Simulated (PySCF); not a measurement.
MoO2Cl, SMILES [O]=[Mo+](=[O])[Cl], charge +1, multiplicity 1.

Coordinates come from a PBE-D3(BJ)/def2-SVP optimisation. The spin state was assumed, not searched. The isomer is the one that the SMILES or the coordinates give; other isomers of the formula were not compared. The def2 effective core potentials stand for the cores of Mo; spin–orbit coupling is left out.

The numbers are results of PBE-D3(BJ)/def2-SVP (PySCF 2.14.0), not measurements.

Frequencies are harmonic and unscaled.

Computed vibrational spectrum:
| mode | ν (cm⁻¹) | IR (km/mol) | moving atoms (share of kinetic energy) |
|---|---|---|---|
| 1 | 214 | 0.2 | O 67 %, Cl 22 %, Mo 10 % |
| 2 | 219 | 12.7 | O 61 %, Mo 21 %, Cl 18 % |
| 3 | 381 | 6.0 | O 80 %, Cl 11 %, Mo 9 % |
| 4 | 461 | 28.9 | Cl 61 %, Mo 30 %, O 9 % |
| 5 | 1017 | 88.2 | O 82 %, Mo 18 % |
| 6 | 1048 | 55.9 | O 88 %, Mo 12 % |
